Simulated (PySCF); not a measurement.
Two-component Hartree-Fock for Pt⁶²⁺ (platinum, charge +62)

Start: [Ne] 3s2 3p4; 3p1/2 filled at m_j = -1/2, +1/2; 3p3/2 filled at m_j = +1/2, +3/2. Calculated with PySCF 2.14 in an even-tempered Gaussian basis (18 s from 20 bohr⁻², ratio 2.4; 14 p from 26 bohr⁻², ratio 2.4; 4 d from 91 bohr⁻², ratio 2.6; 4 f from 140 bohr⁻², ratio 2.6): generalised Hartree-Fock with the X2C-1e Hamiltonian and a Gaussian nucleus; one run each with spin-orbit coupling (SO) switched off, then screened by Boettger's factors.

| spinor shell | electrons | ε, spin-free (eV) | ε, screened SO (eV) | weight of nominal j (screened SO) | rms radius, screened SO (bohr) |
| --- | --- | --- | --- | --- | --- |
| 1s1/2 | 2 | -83842.7 | -83806.3 | 1.000 | 0.0194 |
| 2s1/2 | 2 | -18807.1 | -18793.3 | 1.000 | 0.0772 |
| 2p1/2 | 2 | -16971.2 | -18240.5 | 1.000 | 0.0653 |
| 2p3/2 | 4 | -16971.2 | -16461.6 | 1.000 | 0.0729 |
| 3s1/2 | 2 | -7461.0 | -7455.9 | 1.000 | 0.186 |
| 3p1/2 | 2 | -6927.0 | -7248.3 | 1.000 | 0.176 |
| 3p3/2 | 2 | -6927.0 | -6792.4 | 1.000 | 0.189 |

```csv
quantity,spin-free,screened SO
E (hartree),-14064.55837,-14100.22233
M_J,2,2
⟨J²⟩,6.000,6.001
⟨L²⟩,2.000,3.318
⟨S²⟩,2.000,1.411
```

Each row is a mean over spinors that exchange with the open shell spreads, by up to 41.233 eV (3s1/2).

Breit and QED terms are absent; they matter most for the inner s and p1/2 levels.

Densities and radii are taken from the X2C orbitals without a picture-change correction, which distorts them close to the nucleus.

Without spin-orbit coupling the j labels of p, d and f shells carry no meaning; the spin-free column gives the mean over the occupied spinors of each nl shell.
